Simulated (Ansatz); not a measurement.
Consider the redistribution: `O[SiH](F)[SiH2]F` + `O[SiH2]C[SiH](O)O` → `O[SiH](O)C[SiH](O)F` + `O[SiH2][SiH2]F`.

Computed with Ansatz on PBE0-D4/def2-TZVP structures; ΔE is electronic, products minus reactants. CCSD(T)/CBS is the MP2 limit (def2-TZVPP, def2-QZVPP) plus CCSD(T) − MP2 in def2-TZVPP, frozen cores. This one scheme is used for every species. DFT in def2-TZVPP. One conformer a species, not always the lowest.

`O[SiH](F)[SiH2]F`:

```xyz
9

O    -0.172    1.053   -1.712
Si    0.558   -0.162   -0.899
F     0.187   -1.580   -1.543
Si   -0.187   -0.169    1.338
F    -1.721    0.326    1.298
H    -1.105    1.211   -1.555
H     2.013    0.034   -1.082
H    -0.150   -1.507    1.982
H     0.577    0.795    2.173
```

`O[SiH2]C[SiH](O)O`:

Z-matrix (Å, degrees):
```
Si
C 1 1.851
O 1 1.666 2 105.6
H 1 1.490 2 112.7 3 119.0
H 1 1.489 2 111.4 3 -119.6
Si 2 1.869 1 115.1 3 49.3
H 2 1.095 1 108.8 3 -71.5
H 2 1.096 1 108.8 3 172.2
H 3 0.958 1 117.7 2 171.7
O 6 1.646 2 104.6 1 -136.3
O 6 1.639 2 112.1 1 -13.9
H 6 1.484 2 112.7 1 104.3
H 10 0.958 6 117.0 2 177.7
H 11 0.966 6 115.3 2 -26.7
```

`O[SiH](O)C[SiH](O)F`:

```xyz
14

O     0.942   -2.014   -0.407
Si   -0.441   -1.310    0.114
O    -0.322   -0.768    1.680
C    -0.824    0.238   -0.838
Si    0.429    1.560   -0.483
O     0.414    1.971    1.089
F     1.849    0.901   -0.876
H     1.673   -1.422   -0.606
H    -1.464   -2.376    0.031
H    -0.133   -1.419    2.359
H    -1.817    0.606   -0.560
H    -0.837    0.005   -1.907
H     0.312    2.797   -1.277
H     0.219    1.231    1.680
```

`O[SiH2][SiH2]F`:

Cartesian coordinates in Å:
```
O -1.109 1.544 0.335
Si 0.040 0.455 0.809
Si 0.292 -0.989 -1.025
F 1.411 -2.084 -0.654
H -1.366 2.231 0.952
H -0.384 -0.298 2.025
H 1.331 1.125 1.140
H 0.750 -0.268 -2.242
H -0.966 -1.715 -1.339
```

(1) Is it downhill or uphill in electronic energy at CCSD(T)/CBS, and by how much? (An estimate is asked.)

(2) What do these levels give: PBE-D4, B2PLYP, PBE, r2SCAN, HF/def2-TZVPP, SCS-MP2/def2-TZVPP, CCSD/def2-TZVPP, CCSD(T)/def2-TZVPP, MP2/def2-QZVPP, SCS-MP2/def2-QZVPP, HF/CBS(def2), MP2/CBS(def2)? (Best estimate.)

Largest T1 diagnostic among the species: 0.012.

Results:

(1) Ansatz gave: Downhill: ΔE = -6.1 kcal/mol.

(2) The calculation gave: PBE-D4 -5.6, B2PLYP -5.7, PBE -5.3, r2SCAN -6.1, HF/def2-TZVPP -6.0, SCS-MP2/def2-TZVPP -5.9, CCSD/def2-TZVPP -6.3, CCSD(T)/def2-TZVPP -6.3, MP2/def2-QZVPP -6.0, SCS-MP2/def2-QZVPP -5.7, HF/CBS(def2) -5.9, MP2/CBS(def2) -6.0 kcal/mol.
